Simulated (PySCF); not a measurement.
C₅H₅N, charge -1, doublet, at a GFN2-xTB geometry (a state made from the parent by changing its charge; the spin is typed, not shown lowest) (in this run its highest filled SCF level lies above zero, so its values depend strongly on the basis, on diffuse functions most of all); PySCF with DF-M062X/6-311++G**.

The PySCF input:
```python
from pyscf import gto, scf, dft
import numpy

mol = gto.M(
    atom='''
C    -0.469262    1.338670    0.044168
C    -1.340633    0.231485   -0.156907
C    -0.839808   -1.031425   -0.190982
N     0.483385   -1.378957   -0.045497
C     1.303472   -0.291274    0.147341
C     0.906334    1.007443    0.197784
H    -0.827529    2.360703    0.077889
H    -2.410489    0.400801   -0.283336
H    -1.503993   -1.885674   -0.345060
H     2.358447   -0.551836    0.264637
H     1.639251    1.799320    0.355927
''',
    basis='6-311++g**',
    charge=-1,
    spin=1,
    verbose=4,
    cart=True,
)
print('smallest overlap eigenvalue', numpy.linalg.eigvalsh(mol.intor('int1e_ovlp'))[0])

mf = dft.UKS(mol)
mf.xc = 'm062x'
mf = mf.density_fit(auxbasis='def2-universal-jkfit')
mf.kernel()
mf.analyze()
```

It wrote (shortened):

```
PySCF version 2.14.0

[INPUT] verbose = 4
[INPUT] num. atoms = 11
[INPUT] num. electrons = 43
[INPUT] charge = -1
[INPUT] spin (= nelec alpha-beta = 2S) = 1
[INPUT] symmetry False subgroup None
[INPUT] Mole.unit = angstrom
[INPUT] Cartesian GTO integrals (6d 10f)
[INPUT] Symbol           X                Y                Z      unit          X                Y                Z       unit  Magmom
[...]
nuclear repulsion = 204.608267747764
number of shells = 85
number of NR pGTOs = 261
number of NR cGTOs = 173
basis = 6-311++g**
ecp = {}
smallest overlap eigenvalue 8.58704640007641e-06

******** <class 'pyscf.df.df_jk.DFUKS'> ********
method = DFUKS
initial guess = minao
damping factor = 0
level_shift factor = 0
DIIS = <class 'pyscf.scf.diis.CDIIS'>
diis_start_cycle = 1
diis_space = 8
diis_damp = 0
SCF conv_tol = 1e-09
SCF conv_tol_grad = None
SCF max_cycles = 50
direct_scf = False
number electrons alpha = 22  beta = 21
XC library pyscf.dft.libxc version 7.1.2
    S. Lehtola, C. Steigemann, M. J. T. Oliveira, and M. A. L. Marques,  SoftwareX 7, 1–5 (2018)
XC functionals = m062x
    Y. Zhao and D. G. Truhlar,  Theor. Chem. Acc. 120, 215 (2008)
    Y. Zhao and D. G. Truhlar,  Theor. Chem. Acc. 120, 215 (2008)
radial grids:
    Treutler-Ahlrichs [JCP 102, 346 (1995); DOI:10.1063/1.469408] (M4) radial grids

becke partition: Becke, JCP 88, 2547 (1988); DOI:10.1063/1.454033
pruning grids: <function nwchem_prune>
grids dens level: 3
symmetrized grids: False
atomic radii adjust function: <function treutler_atomic_radii_adjust>
small_rho_cutoff = 0
Set gradient conv threshold to 3.16228e-05
tot grids = 133536
******** <class 'pyscf.df.df.DF'> ********
auxbasis = def2-universal-jkfit
init E= -249.369152442199

cycle= 1 E= -248.138565187267  delta_E= 1.23  |g|= 0.332  |ddm|= 3.59
cycle= 2 E= -248.024212134953  delta_E= 0.114  |g|= 0.56  |ddm|=  123
cycle= 3 E= -248.20165782267  delta_E= -0.177  |g|= 0.116  |ddm|=  124
cycle= 4 E= -248.207506008707  delta_E= -0.00585  |g|= 0.0605  |ddm|= 0.474
cycle= 5 E= -248.20949939487  delta_E= -0.00199  |g|= 0.0201  |ddm|= 0.255
cycle= 6 E= -248.209789300995  delta_E= -0.00029  |g|= 0.00657  |ddm|= 0.154
cycle= 7 E= -248.209826966924  delta_E= -3.77e-05  |g|= 0.00227  |ddm|= 0.0356
cycle= 8 E= -248.209834586694  delta_E= -7.62e-06  |g|= 0.000744  |ddm|= 0.0169
cycle= 9 E= -248.209835713731  delta_E= -1.13e-06  |g|= 0.000245  |ddm|= 0.01
cycle= 10 E= -248.209835820659  delta_E= -1.07e-07  |g|= 0.00017  |ddm|= 0.00287
cycle= 11 E= -248.209835855199  delta_E= -3.45e-08  |g|= 6.74e-05  |ddm|= 0.00105
cycle= 12 E= -248.20983586545  delta_E= -1.03e-08  |g|= 2.12e-05  |ddm|= 0.000925
cycle= 13 E= -248.209835866786  delta_E= -1.34e-09  |g|= 7.27e-06  |ddm|= 0.000209
cycle= 14 E= -248.209835866908  delta_E= -1.22e-10  |g|= 5.01e-06  |ddm|= 0.000144
Extra cycle  E= -248.209835866902  delta_E= 6.48e-12  |g|= 7.72e-06  |ddm|= 5.28e-05
converged SCF energy = -248.209835866902  <S^2> = 0.76138215  2S+1 = 2.0113499
**** SCF Summaries ****
Total Energy =                        -248.209835866901727
Nuclear Repulsion Energy =             204.608267747763961
One-electron Energy =                 -747.615831007795691
Two-electron Energy =                  294.797727393130003
Two-electron Coulomb Energy =          330.811813438722083
DFT Exchange-Correlation Energy =      -36.014086045592109
**** MO energy ****
                             alpha | beta                alpha | beta
[...]
To work with the spin densities directly, `use mulliken_meta_spin()` only printing them here.

WARN: Weak orthogonality for localized orbitals 1.000861517498884e-09

 ** Mulliken spin pop alpha/beta on meta-lowdin orthogonal AOs **
 ** Mulliken Spin Density (per AO)  **
spin_pop of  0  C 1s        0.00000
spin_pop of  0  C 2s        0.01124
spin_pop of  0  C 3s       -0.00022
spin_pop of  0  C 4s        0.00002
spin_pop of  0  C 5s       -0.00005
spin_pop of  0  C 2px       0.01760
spin_pop of  0  C 2py       0.01496
spin_pop of  0  C 2pz       0.37810
spin_pop of  0  C 3px       0.00082
spin_pop of  0  C 3py       0.00032
spin_pop of  0  C 3pz       0.04058
spin_pop of  0  C 4px       0.00001
spin_pop of  0  C 4py      -0.00004
spin_pop of  0  C 4pz       0.00194
spin_pop of  0  C 5px      -0.00002
spin_pop of  0  C 5py      -0.00002
spin_pop of  0  C 5pz      -0.00023
spin_pop of  0  C 3dxx     -0.00001
spin_pop of  0  C 3dxy     -0.00002
spin_pop of  0  C 3dxz     -0.00003
spin_pop of  0  C 3dyy      0.00003
spin_pop of  0  C 3dyz      0.00021
spin_pop of  0  C 3dzz     -0.00001
spin_pop of  1  C 1s        0.00000
spin_pop of  1  C 2s       -0.00281
spin_pop of  1  C 3s       -0.00001
spin_pop of  1  C 4s        0.00001
spin_pop of  1  C 5s        0.00001
spin_pop of  1  C 2px      -0.00053
spin_pop of  1  C 2py      -0.00509
spin_pop of  1  C 2pz       0.02423
spin_pop of  1  C 3px       0.00012
spin_pop of  1  C 3py       0.00004
spin_pop of  1  C 3pz       0.00454
spin_pop of  1  C 4px      -0.00003
spin_pop of  1  C 4py       0.00001
spin_pop of  1  C 4pz      -0.00005
spin_pop of  1  C 5px      -0.00008
spin_pop of  1  C 5py       0.00000
spin_pop of  1  C 5pz      -0.00006
spin_pop of  1  C 3dxx      0.00001
spin_pop of  1  C 3dxy     -0.00000
spin_pop of  1  C 3dxz      0.00011
spin_pop of  1  C 3dyy      0.00002
spin_pop of  1  C 3dyz      0.00136
spin_pop of  1  C 3dzz      0.00004
spin_pop of  2  C 1s        0.00000
spin_pop of  2  C 2s       -0.00050
spin_pop of  2  C 3s       -0.00006
spin_pop of  2  C 4s        0.00001
spin_pop of  2  C 5s       -0.00001
spin_pop of  2  C 2px      -0.00215
spin_pop of  2  C 2py       0.00141
spin_pop of  2  C 2pz       0.06361
spin_pop of  2  C 3px      -0.00004
spin_pop of  2  C 3py      -0.00004
spin_pop of  2  C 3pz       0.00650
spin_pop of  2  C 4px      -0.00006
spin_pop of  2  C 4py      -0.00000
spin_pop of  2  C 4pz       0.00079
spin_pop of  2  C 5px      -0.00020
spin_pop of  2  C 5py      -0.00004
spin_pop of  2  C 5pz       0.00080
spin_pop of  2  C 3dxx      0.00002
spin_pop of  2  C 3dxy      0.00000
spin_pop of  2  C 3dxz      0.00154
spin_pop of  2  C 3dyy      0.00001
spin_pop of  2  C 3dyz      0.00037
spin_pop of  2  C 3dzz      0.00002
spin_pop of  3  N 1s       -0.00000
spin_pop of  3  N 2s        0.00904
spin_pop of  3  N 3s       -0.00039
spin_pop of  3  N 4s       -0.00004
spin_pop of  3  N 5s       -0.00000
spin_pop of  3  N 2px       0.01249
spin_pop of  3  N 2py       0.00559
spin_pop of  3  N 2pz       0.33068
spin_pop of  3  N 3px       0.00020
spin_pop of  3  N 3py      -0.00127
spin_pop of  3  N 3pz       0.01512
spin_pop of  3  N 4px      -0.00003
spin_pop of  3  N 4py      -0.00011
spin_pop of  3  N 4pz      -0.00010
spin_pop of  3  N 5px      -0.00001
spin_pop of  3  N 5py      -0.00002
spin_pop of  3  N 5pz       0.00110
spin_pop of  3  N 3dxx     -0.00004
spin_pop of  3  N 3dxy      0.00002
spin_pop of  3  N 3dxz     -0.00003
spin_pop of  3  N 3dyy      0.00003
spin_pop of  3  N 3dyz     -0.00007
spin_pop of  3  N 3dzz      0.00004
spin_pop of  4  C 1s        0.00000
spin_pop of  4  C 2s       -0.00050
spin_pop of  4  C 3s       -0.00006
spin_pop of  4  C 4s        0.00001
spin_pop of  4  C 5s       -0.00001
spin_pop of  4  C 2px       0.00152
spin_pop of  4  C 2py      -0.00219
spin_pop of  4  C 2pz       0.06357
spin_pop of  4  C 3px       0.00015
spin_pop of  4  C 3py      -0.00023
spin_pop of  4  C 3pz       0.00649
spin_pop of  4  C 4px      -0.00003
spin_pop of  4  C 4py      -0.00003
spin_pop of  4  C 4pz       0.00079
spin_pop of  4  C 5px      -0.00004
spin_pop of  4  C 5py      -0.00019
spin_pop of  4  C 5pz       0.00080
spin_pop of  4  C 3dxx      0.00003
spin_pop of  4  C 3dxy      0.00002
spin_pop of  4  C 3dxz      0.00035
spin_pop of  4  C 3dyy      0.00000
spin_pop of  4  C 3dyz      0.00151
spin_pop of  4  C 3dzz      0.00005
spin_pop of  5  C 1s        0.00000
spin_pop of  5  C 2s       -0.00280
spin_pop of  5  C 3s       -0.00001
spin_pop of  5  C 4s        0.00001
spin_pop of  5  C 5s        0.00001
spin_pop of  5  C 2px      -0.00481
spin_pop of  5  C 2py      -0.00088
spin_pop of  5  C 2pz       0.02432
spin_pop of  5  C 3px       0.00006
spin_pop of  5  C 3py       0.00009
spin_pop of  5  C 3pz       0.00455
spin_pop of  5  C 4px      -0.00002
spin_pop of  5  C 4py       0.00000
spin_pop of  5  C 4pz      -0.00005
spin_pop of  5  C 5px      -0.00001
spin_pop of  5  C 5py      -0.00007
spin_pop of  5  C 5pz      -0.00006
spin_pop of  5  C 3dxx     -0.00000
spin_pop of  5  C 3dxy     -0.00000
spin_pop of  5  C 3dxz      0.00098
spin_pop of  5  C 3dyy      0.00001
spin_pop of  5  C 3dyz      0.00053
spin_pop of  5  C 3dzz      0.00001
spin_pop of  6  H 1s       -0.01561
spin_pop of  6  H 2s        0.00006
spin_pop of  6  H 3s        0.00011
spin_pop of  6  H 4s       -0.00002
spin_pop of  6  H 2px       0.00003
spin_pop of  6  H 2py      -0.00000
spin_pop of  6  H 2pz       0.00154
spin_pop of  7  H 1s       -0.00216
spin_pop of  7  H 2s        0.00000
spin_pop of  7  H 3s        0.00000
spin_pop of  7  H 4s       -0.00001
spin_pop of  7  H 2px       0.00000
spin_pop of  7  H 2py       0.00000
spin_pop of  7  H 2pz       0.00019
spin_pop of  8  H 1s       -0.00388
spin_pop of  8  H 2s       -0.00002
spin_pop of  8  H 3s       -0.00002
spin_pop of  8  H 4s       -0.00000
spin_pop of  8  H 2px       0.00001
spin_pop of  8  H 2py      -0.00000
spin_pop of  8  H 2pz       0.00028
spin_pop of  9  H 1s       -0.00387
spin_pop of  9  H 2s       -0.00002
spin_pop of  9  H 3s       -0.00002
spin_pop of  9  H 4s       -0.00000
spin_pop of  9  H 2px       0.00001
spin_pop of  9  H 2py      -0.00000
spin_pop of  9  H 2pz       0.00028
spin_pop of  10  H 1s       -0.00216
spin_pop of  10  H 2s        0.00000
spin_pop of  10  H 3s        0.00000
spin_pop of  10  H 4s       -0.00001
spin_pop of  10  H 2px       0.00001
spin_pop of  10  H 2py       0.00000
spin_pop of  10  H 2pz       0.00019
 ** Mulliken Spin Density (per atom)  **
spin density of  0 C =      0.46520
spin density of  1 C =      0.02185
spin density of  2 C =      0.07197
spin density of  3 N =      0.37221
spin density of  4 C =      0.07200
spin density of  5 C =      0.02187
spin density of  6 H =     -0.01390
spin density of  7 H =     -0.00197
spin density of  8 H =     -0.00363
spin density of  9 H =     -0.00363
spin density of  10 H =     -0.00197

WARN: Weak orthogonality for localized orbitals 1.000861517498884e-09

 ** Mulliken pop alpha/beta on meta-lowdin orthogonal AOs **
 ** Mulliken pop       alpha | beta **
In total            22.00000 | 21.00000
 ** Mulliken atomic charges   ( Nelec_alpha | Nelec_beta ) **
charge of  0C =     -0.34075  (     3.40298      2.93778 )
charge of  1C =     -0.20036  (     3.11110      3.08926 )
charge of  2C =     -0.07797  (     3.07497      3.00300 )
charge of  3N =     -0.47706  (     3.92464      3.55243 )
charge of  4C =     -0.07787  (     3.07493      3.00294 )
charge of  5C =     -0.20041  (     3.11114      3.08927 )
charge of  6H =      0.07486  (     0.45562      0.46952 )
charge of  7H =      0.07701  (     0.46051      0.46248 )
charge of  8H =      0.07277  (     0.46180      0.46543 )
charge of  9H =      0.07273  (     0.46182      0.46545 )
charge of  10H =      0.07706  (     0.46049      0.46245 )

WARN: System has nonzero charge -1; the dipole moment is origin-dependent.
Location of origin: [0. 0. 0.]

Dipole moment(X, Y, Z, Debye): -0.59524,  1.69953,  0.05621
```
